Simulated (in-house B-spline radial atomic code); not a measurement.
How numerical settings move a run on Pm3+, [Xe] 4f4. Computed with a B-spline radial code for spherical atoms: Dirac-Hartree-Fock, average of configuration, Fermi nucleus of rms radius 4.962 fm.

Command:
```bash
python run_scf.py task.json out
```
Settings of the sound reference run:
```
Z                61
electrons        58
configuration    [Xe] 4f4
hamiltonian      dirac
method           hf
spin_polarised   False
nucleus          fermi
rms_radius       4.961999
mass_number      145
atomic_mass      144.9128
speed_of_light   137.036
knot_spacing     0.22
spline_order     8
gauss_points     12
box_radius       16.22
max_iterations   70
damping          0.5
damped_steps     3
diis_vectors     10
tolerance        1e-08
start            Thomas-Fermi
```

Cost of the run: 2.4 s on 1 thread of Arm Neoverse N1, on a shared host.

It converges in 11 iterations to -10020.847604 hartree, with 4f7/2 at -41.3682 eV. The other runs change the listed settings, some to values that make no sense; their results aren't properties of the atom or ion. Radii are in bohr (the nuclear one in fm), a minus after a letter asks for a j subshell, and «unchanged» means within 1e-8 hartree. The run stops when the residual is below 10 × tolerance × max(1, Z/10), or a noise floor if that is larger, and the energy moves by less than 1e-8 × √|E| hartree; so very loose and very tight tolerances often act alike.

| changed settings | outcome |
| --- | --- |
| first_knot = 1.64e-05, max_iterations = 8 | not converged after 8 iterations, last residual 4.0e-04, last energy +3.80e-06 hartree from the reference |
| damping = 0.8 | converged in 11 iterations, energy unchanged, 4f7/2 level -2.4e-06 eV |
| diis_vectors = 0 | converged in 24 iterations, energy unchanged, 4f7/2 level +2.0e-05 eV |
| diis_vectors = 2 | converged in 12 iterations, energy unchanged, 4f7/2 level +3.6e-05 eV |
| gauss_points = 16 | converged in 11 iterations, energy unchanged |
| max_iterations = 75, damped_steps = 1, diis_vectors = 4, tolerance = 0.0001 | converged in 9 iterations, energy unchanged, 4f7/2 level +2.3e-04 eV |
| gauss_points = 4 | converged in 11 iterations, energy +3.63e-06 hartree from the reference, 4f7/2 level -2.0e-06 eV |
| electrons = 59, configuration = [Xe] 4f4 2f1, max_iterations = 50 | stopped with error: there is no 2f shell |
| max_iterations = 2, damped_steps = 30 | not converged after 2 iterations, last residual 5.7e-01, last energy +9.01e+00 hartree from the reference |
| gauss_points = 6, max_iterations = 100, start = bare nucleus | converged in 11 iterations, energy unchanged, 4f7/2 level +2.4e-05 eV |
| gauss_points = 5 | converged in 11 iterations, energy -7.70e-08 hartree from the reference |
| damping = 0 | converged in 13 iterations, energy unchanged, 4f7/2 level +1.8e-06 eV |

(1) What happens with diis_vectors = 1?

(2) What happens with gauss_points = 3?

(3) What happens with damping = 0.95?

(4) What happens with max_iterations = 75, diis_vectors = 4, tolerance = 1e-13?

Results:

(1) Converged in 61 iterations, energy unchanged, 4f7/2 level -4.8e-05 eV.

(2) Converged in 10 iterations, energy +6.40e-04 hartree from the reference, 4f7/2 level +2.1e-04 eV.

(3) Converged in 13 iterations, energy unchanged, 4f7/2 level +2.4e-06 eV.

(4) Converged in 11 iterations, energy unchanged, 4f7/2 level -1.6e-05 eV.
